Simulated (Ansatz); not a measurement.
Isolated molecules relaxed with PBE0-D4/def2-TZVP in Ansatz; ΔE leaves out vibrations. CCSD(T)/CBS adds triple-zeta CCSD(T) − MP2 to the extrapolated MP2 energy (def2 sets, frozen cores). This one scheme is used for every species. Functionals use def2-TZVPP. For Ge outer-core shells are correlated without core-valence functions, which leaves a few kJ/mol of doubt a bond. Scalar relativity is left out up to krypton. Each species was taken in one conformer, which may not be the lowest.

`FBN([SiH3])[SiH3]` + `[NH2][GeH2][OH]` → `[NH2][GeH2][O]BF` + `[SiH3]N[SiH3]`  (ligand exchange at a B–N bond)

`FBN([SiH3])[SiH3]`:

Z-matrix (Å, degrees):
```
Si
N 1 1.749
H 1 1.485 2 109.9
H 1 1.482 2 108.6 3 -120.4
H 1 1.485 2 109.9 3 119.1
B 2 1.409 1 121.5 3 119.9
Si 2 1.759 1 119.3 3 -60.0
F 6 1.339 2 118.6 1 -179.9
H 6 1.196 2 123.5 1 0.0
H 7 1.486 2 106.0 1 -0.0
H 7 1.482 2 110.9 1 -118.7
H 7 1.482 2 110.9 1 118.7
```

`[NH2][GeH2][OH]`:

```xyz
8

N     1.257   -0.535    0.304
Ge   -0.338    0.327    0.165
O    -1.380   -0.790   -0.750
H     1.849   -0.538   -0.512
H     1.799   -0.326    1.128
H    -0.314    1.656   -0.630
H    -0.863    0.530    1.597
H    -2.010   -0.325   -1.304
```

`[NH2][GeH2][O]BF`:

```xyz
10

N    -0.684   -1.649    0.897
Ge    0.293   -0.122    0.941
O     0.825    0.378   -0.713
B     0.263    1.312   -1.484
F     0.762    1.525   -2.699
H    -1.599   -1.579    0.477
H    -0.210   -2.469    0.550
H    -0.577    1.008    1.502
H     1.605   -0.386    1.678
H    -0.678    1.981   -1.147
```

`[SiH3]N[SiH3]`:

```xyz
10

Si   -0.191   -0.556    1.446
N     0.511   -0.354   -0.117
Si    0.007    0.674   -1.408
H    -1.498    0.146    1.439
H     0.658    0.012    2.532
H    -0.393   -1.998    1.756
H     1.367   -0.867   -0.279
H    -1.324    1.219   -1.047
H    -0.086   -0.083   -2.686
H     0.948    1.807   -1.637
```

```tsv
level	ΔE (kcal/mol)	difference from CCSD(T)/CBS
revPBE-D4	-8.6	0.9
r2SCANh-D4	-10.0	-0.5
r2SCAN0-D4	-10.2	-0.7
BHLYP-D4	-11.1	-1.6
PBE-QIDH	-10.2	-0.7
PBE	-10.0	-0.5
r2SCAN0	-10.4	-0.9
HF/def2-TZVPP	-13.3	-3.8
MP2/def2-TZVPP	-10.0	-0.5
CCSD(T)/def2-TZVPP	-10.2	-0.7
CCSD(T)/CBS	-9.5	0
```

Largest T1 diagnostic among the species: 0.013.

The D4 term adds +1.2 kcal/mol with B3LYP and +0.6 kcal/mol with PBE0; it sums over pairs of atoms, weighted by their polarisabilities, and B3LYP, whose exchange is more repulsive, gets the larger term. At CCSD(T), def2-SVP lies −2.8 kcal/mol from the extrapolated value and def2-TZVPP −0.7 kcal/mol. In def2-TZVPP, CCSD(T) changes the Hartree–Fock value by +3.1 kcal/mol (the triples alone add +0.4 kcal/mol) and MP2 by +3.3 kcal/mol.

B3LYP here is the variant with VWN-RPA as its local correlation; programs differ in this.
